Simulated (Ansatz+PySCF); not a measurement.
The numbers below are computed, except where a source is named.
Input for PySCF 2.14.0:

```python
from pyscf import gto, dft

mol = gto.M(atom="""
H 0.000000 0.000000 -1.606920
Be 0.000000 0.000000 0.000000
H 0.000000 0.000000 1.606920
""", basis='6-31g', charge=0, spin=0)
mf = dft.UKS(mol, xc='pbe0')
mf.kernel()
print(mf.converged, mf.e_tot, mf.spin_square()[0])
```

The script is written out from the run's settings.

The run gave:

```json
{
 "Converged": "yes",
 "Total energy": "-15.83603 hartree",
 "Spin squared of the determinant": "0.000"
}
```
